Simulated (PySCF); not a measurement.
Ligands exchanged one at a time, Ge NH2-OCH3. Gas-phase values, no solvent. One relaxed conformer stands for each flexible species; it need not be the lowest. Strings in code marks are SMILES.

Method: PySCF 2.14.0 with r2SCAN-D4/def2-TZVP // r2SCAN-D4/def2-SVP. 

```
species                                                       LUMO (eV)  HOMO (eV)  S1 oscillator strength
------------------------------------------------------------  ---------  ---------  ----------------------
0 of 4 NH2 replaced by OCH3 (`[NH2][Ge]([NH2])([NH2])[NH2]`)          –        ___                   0.000
1 of 4 NH2 replaced by OCH3                                           –        ___                   0.020
2 of 4 NH2 replaced by OCH3 (`[Ge]([O]C)([NH2])([O]C)[NH2]`)        ___      -6.30                   0.014
3 of 4 NH2 replaced by OCH3 (`[Ge]([O]C)([O]C)([O]C)[NH2]`)       -0.21      -6.51                   0.006
4 of 4 NH2 replaced by OCH3 (`[O]([Ge]([O]C)([O]C)[O]C)C`)        -0.49      -6.81                   0.000
```

**Question.** Fill in the missing entries.

**Answer.** 
- 0 of 4 NH2 replaced by OCH3 (`[NH2][Ge]([NH2])([NH2])[NH2]`), HOMO (eV): -6.04
- 1 of 4 NH2 replaced by OCH3, HOMO (eV): -6.12
- 2 of 4 NH2 replaced by OCH3 (`[Ge]([O]C)([NH2])([O]C)[NH2]`), LUMO (eV): 0.00
